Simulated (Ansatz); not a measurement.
Consider the redistribution: `C[Si](S)(Cl)Cl` + `BN([SiH3])[SiH3]` → `C[SiH](S)Cl` + `BN([SiH3])[SiH2]Cl`.

Computed with Ansatz on PBE0-D4/def2-TZVP structures; ΔE is electronic, products minus reactants. CBS: MP2 limit from def2 TZ/QZ plus the TZ coupled-cluster correction, frozen cores. DFT in def2-TZVPP. B3LYP here is the variant with VWN-RPA as its local correlation; programs differ in this. Each species was taken in one conformer, which may not be the lowest.

```tsv
species	B3LYP energy (Eh)
`C[Si](S)(Cl)Cl`	-1648.88799
`BN([SiH3])[SiH3]`	-663.56022
`C[SiH](S)Cl`	-1189.20525
`BN([SiH3])[SiH2]Cl`	-1123.24618
```

Question: Work out ΔE.

Answer: ΔE = (-1189.20525) + (-1123.24618) − (-1648.88799) − (-663.56022) = -0.00322 Eh = -8.5 kJ/mol. CCSD(T)/CBS gives -6.7 kJ/mol.

Largest T1 diagnostic among the species: 0.013.

In def2-TZVPP, CCSD(T) changes the Hartree–Fock value by +5.3 kJ/mol (the triples alone add +1.1 kJ/mol) and MP2 by +7.0 kJ/mol. Leaving LDA and LC-ωPBE aside and taking each functional with its dispersion term where it has one, the values, not all of them listed here, spread over 5.0 kJ/mol, from B2PLYP to revPBE-D4.
